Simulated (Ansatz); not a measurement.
Stepwise reaction of `O[SiH](O)[O][GeH3]` with hydrogen chloride, as a gas-phase model of exchange steps in deposition or etching. ΔE in kJ/mol.

Computed with Ansatz on PBE0-D4/def2-TZVP structures; ΔE is electronic, products minus reactants. CCSD(T)/CBS is the MP2 limit (def2-TZVPP, def2-QZVPP) plus CCSD(T) − MP2 in def2-TZVPP, frozen cores. This one scheme is used for every species. Functionals use def2-TZVPP. B3LYP here is the variant with VWN-RPA as its local correlation; programs differ in this. For Ge outer-core shells are correlated without core-valence functions, which leaves a few kJ/mol of doubt a bond. Scalar relativity is left out up to krypton. Each species was taken in one conformer, which may not be the lowest.

| step | reaction | PBE-D4 | B3LYP-D4 | ωB97M-V | CCSD(T)/CBS |
| --- | --- | --- | --- | --- | --- |
| 1 | `O[SiH](O)[O][GeH3]` + HCl → `O[SiH](Cl)[O][GeH3]` + H₂O | -4.2 | 2.6 | 2.0 | 0.7 |

Problem. Give the row of step 2, `O[SiH](Cl)[O][GeH3]` + HCl → `Cl[SiH](Cl)[O][GeH3]` + H₂O. (Estimate.)

Solution. Ansatz gave: 
```tsv
step	reaction	PBE-D4	B3LYP-D4	ωB97M-V	CCSD(T)/CBS
2	`O[SiH](Cl)[O][GeH3]` + HCl → `Cl[SiH](Cl)[O][GeH3]` + H₂O	1.8	9.3	8.5	6.3
```

Problem. By hand: ΔE of the 2 steps together at CCSD(T)/CBS.

Solution. (0.7) + (6.3) = 7.0 kJ/mol, or 3.5 kJ/mol a step.

In ΔE each step is higher than the one before. PBE-D4 differs from CCSD(T)/CBS by -4.9 to -4.5 kJ/mol a step. Isolated molecules leave out the surface, adducts and barriers. Largest T1 diagnostic: 0.012.
